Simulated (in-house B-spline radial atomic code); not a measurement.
Ba²⁺. Computed with a B-spline radial atomic code. Model: non-relativistic spherical atom: semilocal Troullier-Martins pseudo-atom, one channel per l, against all electrons, high spin, G0W0 and RPA with empty states to l = 8, local potential for every l without a channel, a model core (radius 0 = none) keeps its share of the functional.

Without relativity these are model numbers for so heavy an element.

What the tables leave out is listed at the end.

The pseudopotential gives back the lowest level of each angular momentum of its own functional in the configuration it was made in; a second state of the same l is only approximately right. Exact exchange, RPA and GW see the smooth pseudo-orbitals and miss the exchange with the core, for which the functional's share stands in. The column with an uncorrelated core keeps all orbitals and exact exchange, and so separates missing core correlation from pseudisation. Only the three outermost levels and the lowest empty one were computed. RPA here is direct RPA, with no exchange kernel, and its energies carry an (l + 1/2)⁻⁴ tail. A hybrid on a potential with a model core restores only its own semilocal share of the core's exchange.

Command:
```bash
python run_psgw.py task.json out
```
Settings (lengths in bohr, energies in hartree):
```
Z                      56
electrons              54
configuration          [Kr] 4d10 5s2 5p6
generated_in           [Kr] 4d10 5s2 5p6
functional             pbe,pbe
core_shells            8
radius_factor          1.3
core_correction        False
```

Cost of the run: 38 s on 1 thread of Arm Neoverse N1, with other jobs on the host.

Given: made with PBE; model core radius 0 bohr; local radius 1.098 bohr; mean-field start PBE.

Valence shells of the generating configuration: 4d, 5s, 5p.

Channel: s 2.008, p 2.182, d 0.907 (radii in bohr).

Computed: largest level miss in the spin-unpolarised generating configuration 0.002 eV; valence RPA correlation energy all-electron orbitals -1.1528 hartree; valence RPA correlation energy pseudo -1.3694 hartree; all-electron RPA polarisability, core included 9.9335 bohr³.

| level | occupied | mean-field all-electron (eV) | mean-field pseudo minus all (eV) | G0W0 all-electron (eV) | G0W0 uncorrelated core minus all (eV) | G0W0 pseudo minus all (eV) | exchange self-energy all-electron (eV) | exchange self-energy pseudo (eV) |
| --- | --- | --- | --- | --- | --- | --- | --- | --- |
| 5p | 1 | -30.771 | 0 | -36.275 | 0.023 | -0.805 | -23.187 | -21.663 |
| 5d (empty) | 0 | -13.41 | -0.023 | -10.057 | 0.039 | 0.34 | -6.0429 | -4.6075 |

**Question.** What is the pseudo-atom RPA polarisability?

**Answer.** 9.895 bohr³.

Given: mean-field start PBE0.

Computed: valence RPA correlation energy pseudo -1.3159 hartree; all-electron RPA polarisability, core included 9.1244 bohr³; pseudo-atom RPA polarisability 8.8669 bohr³.

```json
{"level": "5p", "occupied": "1", "mean-field all-electron (eV)": "-32.378", "mean-field pseudo minus all (eV)": "-0.171", "G0W0 all-electron (eV)": "-36.441", "G0W0 uncorrelated core minus all (eV)": "0.024", "G0W0 pseudo minus all (eV)": "-0.698", "exchange self-energy all-electron (eV)": "-23.133", "exchange self-energy pseudo (eV)": "-21.904"}
{"level": "5d (empty)", "occupied": "0", "mean-field all-electron (eV)": "-12.363", "mean-field pseudo minus all (eV)": "0.194", "G0W0 all-electron (eV)": "-9.977", "G0W0 uncorrelated core minus all (eV)": "0.037", "G0W0 pseudo minus all (eV)": "0.4", "exchange self-energy all-electron (eV)": "-5.7176", "exchange self-energy pseudo (eV)": "-4.2822"}
```

**Question.** What is the valence RPA correlation energy all-electron orbitals?

**Answer.** -1.0948 hartree.

Given: mean-field start Hartree-Fock.

Computed: valence RPA correlation energy all-electron orbitals -0.95602 hartree; valence RPA correlation energy pseudo -1.1844 hartree; pseudo-atom RPA polarisability 6.8511 bohr³.

```json
{"level": "5p", "occupied": "1", "mean-field all-electron (eV)": "-35.971", "mean-field pseudo minus all (eV)": "-0.903", "G0W0 all-electron (eV)": "-36.817", "G0W0 uncorrelated core minus all (eV)": "0.028", "G0W0 pseudo minus all (eV)": "-0.29", "exchange self-energy all-electron (eV)": "-22.832", "exchange self-energy pseudo (eV)": "-22.514"}
{"level": "5s", "occupied": "1", "mean-field all-electron (eV)": "-52.506", "mean-field pseudo minus all (eV)": "-0.455", "G0W0 all-electron (eV)": "-50.589", "G0W0 uncorrelated core minus all (eV)": "0.053", "G0W0 pseudo minus all (eV)": "-0.467", "exchange self-energy all-electron (eV)": "-29.155", "exchange self-energy pseudo (eV)": "-27.833"}
{"level": "6s (empty)", "occupied": "0", "mean-field all-electron (eV)": "-9.0416", "mean-field pseudo minus all (eV)": "-0.09", "G0W0 all-electron (eV)": "-9.6144", "G0W0 uncorrelated core minus all (eV)": "0.009", "G0W0 pseudo minus all (eV)": "-0.073", "exchange self-energy all-electron (eV)": "-1.1567", "exchange self-energy pseudo (eV)": "-1.068"}
```

**Question.** What is the all-electron RPA polarisability, core included?

**Answer.** 7.6151 bohr³.

Among the listed levels the largest G0W0 shift of the pseudo-atom is -0.81 eV, for 5p on the PBE start, while leaving the core uncorrelated moves that level by +0.02 eV. So pseudisation and the lost core exchange, not the missing core correlation, make the error. Not in the tables (levels of low weight, unsolved or above zero; the highest and the empty levels are kept at any weight): on PBE the G0W0 levels 5s (pseudo minus all -0.41 eV, weights 0.51 and 0.56), 4d (pseudo minus all +6.37 eV, weights 0.10 and 0.80); on PBE0 the G0W0 levels 5s (pseudo minus all -0.67 eV, weights 0.71 and 0.72), 4d (pseudo minus all +6.31 eV, weights 0.56 and 0.81); on Hartree-Fock the G0W0 levels 4d (pseudo minus all +8.45 eV, weights 0.01 and 0.91).
